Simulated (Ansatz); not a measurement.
A nudged elastic band was laid between two geometries of AlH$_{6}$NSe (9 atoms, charge 0, multiplicity 1).

These are results of RKS B3LYP-D4/def2-SVP in Ansatz, not measurements.

```yaml
movable_images: 7
climbing_image: yes
spring: 5.0 eV/Å²
optimiser: quadratic models (default)
start_path: through a guess of the saddle point
force_threshold: 0.05 eV/Å
iteration_limit: 60
end_points: relaxed
```

Initial state:

```xyz
9
Properties=species:S:1:pos:R:3
Al 0.136 0.857 -0.651
N 1.254 -0.527 -0.845
H -1.082 0.948 -1.668
H 0.668 2.099 0.188
H -0.629 -0.370 2.394
Se -1.660 0.139 1.467
H 2.154 -0.617 -0.384
H 1.118 -1.304 -1.485
H -1.958 -1.224 0.985
```

Final state:

```xyz
9
Properties=species:S:1:pos:R:3
Al -0.343 0.889 -0.277
N 1.070 -0.643 -0.160
H -0.995 0.590 -1.698
H 0.587 2.157 -0.029
H 0.809 -1.214 0.651
Se -1.669 0.329 1.633
H 2.021 -0.299 -0.005
H 1.089 -1.253 -0.981
H -2.569 -0.555 0.865
```

Question: Which bonds break or form, and what moves?

Answer: Bonds broken: H5–Se6. Bonds formed: N2–H5.

Question: Give the energies along the band, and the barrier.

Answer: The run converged. The highest image is number 4 of 0 to 8, 6.3 kJ/mol above the first end and 128.5 kJ/mol above the last; the last end lies 122.2 kJ/mol below the first. A vibrational analysis at the climbing image gives one clearly imaginary mode, 179i cm⁻¹: a first-order saddle point. The orbitals stay closed-shell, which can raise the energy where a bond breaks towards radicals; this wasn't checked here.

| image | path coordinate (Å) | energy (kJ/mol) | H5–Se6 (Å) | N2–H5 (Å) |
| --- | --- | --- | --- | --- |
| 0 | 0.00 | 0.0 | 1.48 | 3.75 |
| 1 | 0.54 | 0.5 | 1.48 | 3.48 |
| 2 | 1.07 | 1.7 | 1.48 | 3.05 |
| 3 | 1.61 | 3.8 | 1.48 | 2.45 |
| 4 | 2.15 | 6.3 | 1.55 | 1.83 |
| 5 | 2.58 | -25.0 | 1.87 | 1.33 |
| 6 | 3.02 | -105.6 | 2.35 | 1.05 |
| 7 | 3.45 | -120.3 | 2.81 | 1.03 |
| 8 | 3.88 | -122.2 | 3.08 | 1.03 |

Question: What is the geometry of the highest image?

Answer: 
```xyz
9
Properties=species:S:1:pos:R:3
Al -0.006 0.946 -0.540
N 1.067 -0.557 -0.386
H -1.137 0.875 -1.647
H 0.625 2.279 0.039
H -0.063 -0.765 1.044
Se -1.286 -0.072 1.708
H 2.040 -0.487 -0.090
H 0.983 -1.342 -1.030
H -2.225 -0.877 0.903
```

Question: What are the harmonic wavenumbers there?

Answer: 179i, 174, 236, 304, 428, 447, 470, 504, 562, 663, 693, 762, 781, 1144, 1537, 1701, 1926, 1934, 2418, 3527, 3613 cm⁻¹.

Run time: 2.2 min on 2 threads of Intel(R) Xeon(R) Platinum 8488C (Sapphire Rapids), with other jobs on the host, peak memory 0.22 GiB.
